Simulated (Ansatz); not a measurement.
Job for Ansatz (a first-principles code): R-SVWN5/def2-TZVPP on CH2O (SMILES C=O).

Ansatz 0.2 input:
```yaml
crystal:
  periodic: [false, false, false]
  atoms:
    - {symbol: C, position_ang: [-0.00577212, 0.00108188, 0.00001631]}
    - {symbol: O, position_ang: [1.17359931, -0.21414095, -0.00413586]}
    - {symbol: H, position_ang: [-0.75239865, -0.81691841, 0.00115277]}
    - {symbol: H, position_ang: [-0.41532853, 1.03007747, 0.00296677]}
basis:
  gaussian:
    orbitals: def2-TZVPP
hamiltonian:
  xc: {name: SVWN5}
scf: {lower_state_search: off}
```

Program output:

```
WARN ansatz: RAYON_NUM_THREADS=4 ignored (pool sized by the plan → 4); use --threads N
Functional definition: SVWN5
these checks for a lower state are left out or cut short: stability, starts, cluster_reference, orbital_swaps, neighbouring_geometries, increment
integrals: 0.01 GiB planned
449 factors; their error is unknown
mean field: 0.17 GiB planned
mean field evaluation 1: about -3088.2897 eV, gradient 4.6e1 eV
mean field evaluation 2: about -3076.2499 eV, gradient 9.1e1 eV
mean field evaluation 4: about -3092.2957 eV, gradient 3.9e0 eV
mean field evaluation 8: about -3092.3200 eV, gradient 7.6e-2 eV
mean field -3092.32003633 eV, -113.6406652854 hartree, gradient 1.2e-6 eV, S^2 0.000000; 0 other end points of the search recorded, 0 dependent functions left out
reference -3092.32006235 eV, -113.6406662417 hartree; 8, 8 occupied and 82, 82 virtual orbitals, 449 factors
Total energy: -3092.32006235 eV, -113.6406662417 hartree
Checks for a lower state left out: stability, starts, cluster_reference, orbital_swaps, neighbouring_geometries, increment
```

The calculation finished and met its thresholds.

Cost: very roughly 0.4 core-seconds.
